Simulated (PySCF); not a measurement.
Simulated O 1s region for `C=C1CO[Si@H]1O`, binding energy against the vacuum level.

Every computed line was given a Gaussian of 0.7 eV full width at half maximum and an area set by the number of equivalent atoms; the highest printed point is 100. Method: delta-SCF UKS SCAN, pcX-2 on the ionised atom, pcseg-1 elsewhere, spin-free X2C in PySCF 2.14.0.

binding energy (eV), intensity and a bar:
```
    536.6          0 
    536.7          1 
    536.8          2 #
    536.9          5 #
    537.0         10 ###
    537.1         19 ######
    537.2         34 ##########
    537.3         53 ################
    537.4         73 ######################
    537.5         90 ###########################
    537.6        100 ##############################
    537.7         99 ##############################
    537.8         87 ##########################
    537.9         69 #####################
    538.0         50 ###############
    538.1         34 ##########
    538.2         26 ########
    538.3         27 ########
    538.4         36 ###########
    538.5         52 ################
    538.6         71 #####################
    538.7         89 ###########################
    538.8         99 ##############################
    538.9         99 ##############################
    539.0         89 ###########################
    539.1         71 #####################
    539.2         51 ###############
    539.3         32 ##########
    539.4         18 #####
    539.5          9 ###
    539.6          4 #
    539.7          2 
    539.8          1 
    539.9          0
```

Q: Count the maxima, the lines and the sites behind this envelope.

A: The curve has 2 maxima (at 537.6 and 538.8 eV). Under it lie 2 lines from 2 inequivalent oxygen sites.

Q: Decompose the envelope and assign each component. Numbering: `[CH2:1]=[C:2]1[CH2:3][O:4][Si@H:5]1[OH:6]`.

A: 
| position (eV) | relative area | line | atoms | environment |
| --- | --- | --- | --- | --- |
| 537.64 | 1 | O 1s | O4 | silyl ether oxygen |
| 538.85 | 1 | O 1s | O6 | silanol oxygen |

Q: Above which line width would these two lines show one maximum?

A: Two equal Gaussians merge once their distance is under 2σ = FWHM/1.177. With 1.21 eV between them that is a full width over 1.42 eV.

The listed O 1s values span 1.21 eV, from O4 (bonded to C and Si) to O6 (bonded to H and Si).

Shake-up satellites, vibrational structure and lifetime widths aren't simulated. Geometry: GFN2-xTB, one conformer, isolated molecule.

The values belong to the conformer `[CH2:1]=[C:2]1[CH2:3][O:4][Si@H:5]1[OH:6]`: H–O6–Si5–O4 37°.
